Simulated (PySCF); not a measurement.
Input of a run (PBE0-D3(BJ)/def2-SVP geometry optimisation, gas phase (PySCF 2.14.0)), started from GFN2-xTB:
```
{"job": {"xc": "PBE0", "basis": "def2-SVP", "d3": "d3bj", "grid": 1, "shake": 0.01, "kind": "geom"}, "charge": 0, "multiplicity": 1}
N     -2.093530    -0.521850     0.013490
C     -0.818570    -0.565840    -0.325760
O     -0.378740    -1.504470    -0.967480
Si     0.440600     0.835590     0.187140
As     2.275940    -0.143320    -0.761170
H     -2.485010     0.289390     0.518590
H     -2.736980    -1.233450    -0.273200
H     -0.059140     2.092940    -0.423500
H      0.251340     1.041050     1.663560
H      3.240820     0.787250    -0.040250
H      2.401370    -1.103120     0.392920
```

Output (energies in Eh, forces in Eh/bohr):
```
step   0  E = -2695.99715819  max force = 0.037464
step   1  E = -2696.00351708  max force = 0.008365
step   2  E = -2696.00379688  max force = 0.002457
step   3  E = -2696.00384179  max force = 0.002194
step   4  E = -2696.00387421  max force = 0.001691
step   5  E = -2696.00389664  max force = 0.001053
step   6  E = -2696.00391061  max force = 0.000480
step   7  E = -2696.00393364  max force = 0.000884
step   8  E = -2696.00394072  max force = 0.001336
step   9  E = -2696.00395131  max force = 0.001094
step  10  E = -2696.00396307  max force = 0.000502
step  11  E = -2696.00396751  max force = 0.000264
optimisation converged
```

Task: Summarise the run.

Result: The energy falls by 0.185 eV over 12 energy and gradient evaluations, the largest force component goes from 0.0375 to 2.6e-04 Eh/bohr, and the atoms move by 0.165 Å rms after alignment. The bond that changes most is Si4–As5 (ends: SiH2 silicon; arsenic bonded to Si and 2 H), which lengthens by 0.071 Å. Bonds longer at the end by more than 0.005 Å: 6 of 10; shorter: 2. Among the angles that change most is As5–Si4–H9, from 124.6° to 116.5°. Among the dihedrals that turn most is H9–Si4–As5–H11, from 36° to 53°. The energy never rose by more than 1e-6 Eh on the way. The first step brought 93 % of the lowering.

Task: What are the final bond lengths?

Result: N1–C2 1.355 Å, C2=O3 1.218 Å, C2–Si4 1.939 Å, Si4–As5 2.357 Å, N1–H6 1.010 Å, N1–H7 1.015 Å, Si4–H8 1.497 Å, Si4–H9 1.499 Å, As5–H10 1.530 Å, As5–H11 1.525 Å. Numbering counts from 1 in the input's order; the species is `NC(=O)[SiH2][AsH2]`.

The run used 122 basis functions and 80 SCF cycles in all.

No frequency check. The numbers are those of one conformer.
